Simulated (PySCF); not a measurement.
Structure and specific rotation at 589.3 nm (origin-invariant length gauge)

Theory: TDDFT B3LYP/def2-SVPD circular dichroism and optical rotation, one conformer, gas phase (PySCF 2.14.0). Geometry: GFN2-xTB.

Each molecule in one low-energy conformer. The parent is C=C[C@@H]1[C@H](C)[Se][C@H]1F.

The molecule is flexible and this is one conformer; a measurement averages over conformers. The calculation is non-relativistic, which matters for the atoms heavier than Zn.

(1) How does the specific rotation at 589.3 nm (origin-invariant length gauge) change along this series?
- C=C[C@@H]1[C@H](C)[Se][C@H]1F (base)
- C=C[C@H]1[C@H](C)[Se][C@@H]1F (diastereomer)
- C=C[C@@H]1[C@@H](C)[Se][C@@H]1F (diastereomer)
- C=C[C@@H]1[C@H](C)[Se][C@@H]1F (diastereomer)

Answers

(1) 
| molecule | [α]589 (deg dm⁻¹ (g/mL)⁻¹) | S1 (eV) | R(S1), velocity form (10⁻⁴⁰ esu² cm²) |
| --- | --- | --- | --- |
| C=C[C@@H]1[C@H](C)[Se][C@H]1F | -337.9 | 3.73 | -4.8 |
| C=C[C@H]1[C@H](C)[Se][C@@H]1F | -73.0 | 3.70 | -1.5 |
| C=C[C@@H]1[C@@H](C)[Se][C@@H]1F | +436.4 | 3.81 | +11.9 |
| C=C[C@@H]1[C@H](C)[Se][C@@H]1F | +26.7 | 3.86 | +7.4 |

The specific rotation at 589.3 nm (origin-invariant length gauge) is lowest for C=C[C@@H]1[C@H](C)[Se][C@H]1F and highest for C=C[C@@H]1[C@@H](C)[Se][C@@H]1F.
